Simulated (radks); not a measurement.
Zn VI, configuration [Ar] 3d7.

Method: Dirac Kohn-Sham, PBEsol, spin-unpolarised, spherical densities, finite nucleus; open shells fill j = l - 1/2 first; Fermi nuclear charge, rms radius 3.9283 fm; computed with a radial shooting solver on a logarithmic mesh with Libxc functionals.

Energy parts (hartree):
| part | energy |
|---|---|
| total | -1786.73368 |
| kinetic | 1820.11594 |
| electron-nucleus | -4226.36350 |
| Hartree | 686.75656 |
| exchange-correlation | -67.24267 |

Orbitals (lengths in bohr, moments of r in powers of bohr; <r^-3> diverges for s and p1/2; r(max) is where P^2 peaks):
orbital	occ.	eigenvalue (hartree)	r(max)	<r^-3>	<1/r>	small-component weight
1s1/2	2	-353.1594	0.03293	-	30.21	1.17e-02
2s1/2	2	-46.07466	0.1895	-	6.616	2.23e-03
2p1/2	2	-41.00729	0.1503	-	6.574	2.22e-03
2p3/2	4	-40.13167	0.1531	768.3	6.417	2.18e-03
3s1/2	2	-8.09581	0.5836	-	2.143	5.22e-04
3p1/2	2	-6.47271	0.5796	-	2.028	4.79e-04
3p3/2	4	-6.35193	0.5873	106.8	1.992	4.70e-04
3d3/2	4	-3.62273	0.5379	12.35	1.732	3.69e-04
3d5/2	3	-3.60563	0.5403	12.07	1.724	3.67e-04

The highest occupied level is 3d5/2 at -98.114 eV. For comparison, the ionisation energy in NIST's Atomic Spectra Database is 108 eV (semi-empirical). In exact Kohn-Sham theory the highest level is minus the ionisation energy, but local and semilocal functionals leave it too shallow, through self-interaction and a potential that decays too fast; potentials with the right tail come closer. Summed over all electrons, <r^2> = 9.395 bohr^2, which gives a Langevin (diamagnetic) susceptibility term of -7.44 x 10^-6 cm^3/mol. The electron density at the nucleus is 2.503e+04 e/bohr^3. The density falls to 0.001 e/bohr^3 at r = 2.24 bohr.

Beside tabulated values, note that spin-unpolarised runs miss the spin-polarisation part of the exchange energy of open shells.
